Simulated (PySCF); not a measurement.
Vertical excitation energies

Species: C₄H₆OSSi.
SMILES: `[SiH3]SC1=CC=CO1`

Method: PySCF, TDDFT CAM-B3LYP/def2-SVPD, vertical, gas phase, core orbitals frozen in the response. Geometry: GFN2-xTB, one conformer, isolated molecule. Torsions of this conformer, `[SiH3:1][S:2][c:3]1[cH:4][cH:5][cH:6][o:7]1`: Si1–S2–C3–C4 -179°.

```tsv
state	E (eV)	ν̃ (cm⁻¹)	f	symmetry	main configurations (H = HOMO, L = LUMO)
S1	5.08	40970	0.0025	A″	H→L (77%)
S2	5.43	43790	0.287	A′	H→L+1 (98%)
S3	5.56	44860	0.0097	A″	H→L+2 (86%)
S4	6.00	48360	0.0018	–	H→L+3 (81%)
S5	6.53	52680	0.027	A′	H→L+5 (71%), H→L+11 (12%)
S6	6.61	53290	0.0009	–	H→L+4 (85%)
S7	6.72	54200	0.0025	A″	H→L+6 (81%)
S8	6.87	55420	0.0009	–	H→L+7 (66%)
```

Triplets, Tamm–Dancoff:

```
state  E (eV)  λ (nm)  main configurations (H = HOMO, L = LUMO)
   T1    3.68   337.1                               H→L+1 (85%)
   T2    4.84   256.0                                 H→L (69%)
   T3    5.17   240.0  H→L+11 (35%), H→L+5 (29%), H-1→L+1 (21%)
```

The lowest singlet lies at 5.08 eV (244 nm, ultraviolet) and is very weak; its leading configuration is HOMO→LUMO (77%). The most intense listed level is S2 at 5.43 eV (228 nm, f = 0.287), 0.35 eV above S1. Löwdin shares by element: HOMO carbon 48% or more, sulfur 31% (atoms not listed hold the other 21%); LUMO silicon 37%, sulfur 27%, hydrogen 21% or more. The listed states span 1.79 eV, and the widest gap between neighbours is 0.54 eV (S4 to S5). Of the 8 states listed, 2 reach f = 0.01 and none stays under 0.0005. Weighted by f, the mean energy of these states is 5.54 eV. Symmetry labels in Cs follow from the direction of the transition dipole and are given only for states with f of 0.002 or more. Singlets were solved by full linear response, triplets in the Tamm–Dancoff approximation.
